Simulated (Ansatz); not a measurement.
F₂Sr, charge -1, doublet, at a GFN2-xTB geometry (such geometries of metal compounds can be far from the true shape) (a state made from the parent by changing its charge; the spin is typed, not shown lowest) (core potentials on Sr) (a gas-phase anion, which may not be bound at this level); SVWN5/def2-SVP (Ansatz, a quantum-chemistry and plane-wave program).

The Ansatz input:
Ansatz 0.2 input:
```yaml
crystal:
  periodic: [false, false, false]
  atoms:
    - {symbol: Sr, position_ang: [-0.07458081, -0.01717285, -0.00668094]}
    - {symbol: F, position_ang: [-0.06832655, 1.51030383, -1.25445591]}
    - {symbol: F, position_ang: [0.38322329, -1.43779623, 1.28266431]}
basis:
  gaussian:
    orbitals: def2-SVP
hamiltonian:
  xc: {name: SVWN5}
total_charge: -1
magnetization: {spin_polarized: true, initial_magnetization: 1}
```

Problem. Write the output that Ansatz gives for this input, abridged.

Solution. 
```
Functional definition: SVWN5
577 factors; their error is unknown
mean field evaluation 1: about -6229.5227 eV, gradient 2.3e1 eV
mean field evaluation 2: about -6224.5071 eV, gradient 4.6e1 eV
mean field evaluation 4: about -6231.2404 eV, gradient 4.2e-1 eV
mean field evaluation 8: about -6231.2053 eV, gradient 1.0e-2 eV
mean field evaluation 16: about -6229.7369 eV, gradient 1.4e0 eV
mean field -6231.20534476 eV, -228.9925727572 hartree, gradient 1.9e-6 eV, S^2 0.750584; 0 other end points of the search recorded, 0 dependent functions left out
reference -6231.20537680 eV, -228.9925739349 hartree; 15, 14 occupied and 36, 37 virtual orbitals, 577 factors
Total energy: -6231.20537680 eV, -228.9925739349 hartree
```
